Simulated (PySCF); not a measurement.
## Heteronuclear NMR

Cartesian coordinates in Å; atom numbers follow the order of the lines, from 1:
```xyz
21

C     3.4380    0.7738   -0.4686
C     2.2890    0.4527    0.1018
Si    0.9989   -0.6605   -0.7047
C    -0.7023   -0.1884    0.0404
Si   -0.8675   -0.6456    1.8850
Si   -1.2816    1.5982   -0.2910
C    -1.6025   -1.0730   -0.6830
O    -1.2317   -1.9514   -1.4327
O    -2.9170   -0.8490   -0.4783
H     3.6875    0.4263   -1.4576
H     4.1812    1.3922    0.0124
H     2.0958    0.8302    1.0989
H     1.3245   -2.0542   -0.3877
H     0.9837   -0.4342   -2.1512
H    -0.5248   -2.0579    2.0726
H    -2.2399   -0.4213    2.3391
H     0.0530    0.1932    2.6540
H    -0.2585    2.5076    0.2287
H    -2.5636    1.8646    0.3605
H    -1.4301    1.7888   -1.7371
H    -3.4408   -1.4749   -1.0021
```

PySCF 2.14 calculation with PBE0/pcSseg-1 with gauge-including orbitals and GFN2-xTB geometry; gas phase, single conformer, non-relativistic Hamiltonian, equivalent nuclei averaged.

Task: Predict the 29Si NMR data.

Result: 
```json
{"atoms": "Si3", "environment": "silicon bonded to 2 C, 2 H", "σ (ppm)": "397.3", "δ (ppm)": "-46.6"}
{"atoms": "Si5/Si6", "environment": "silicon bonded to C, 3 H", "σ (ppm)": "410.7", "δ (ppm)": "-57.6"}
```

Shieldings were converted by a linear fit to measured shifts: 29Si (scatter 8.9 ppm rms, 25.8 ppm with the 6 outliers that the fit left out vs TMS, solution or neat liquid). Occasional misses reach two or three times the rms, and more in compound classes unlike the fitted ones.

On a 500 MHz spectrometer 29Si resonates near 99.3 MHz, so 1 ppm is 99.3 Hz.

Task: Where does 17O resonate?

Result: 
```
atoms           environment  σ (ppm)  δ (ppm)
   O8       carbonyl oxygen   -107.4    364.5
   O9  acid hydroxyl oxygen    121.3    156.2
```

Shieldings were converted by a linear fit to measured shifts: 17O: δ = 266.70 − 0.911σ (rms 10.7 ppm, 155 shifts, 12.2 ppm with the 3 outliers that the fit left out vs liquid water, solution or neat liquid). A few per cent of atoms miss by over 2 rms, more outside the fitted compound classes.

On a 300 MHz spectrometer 17O resonates near 40.7 MHz, so 1 ppm is 40.7 Hz.

In solution the two oxygens of a carboxylic acid exchange roles by proton transfer and give one 17O line. Hydrogen bonding in solution shields acid and N–H amide carbonyl oxygens by tens of ppm.
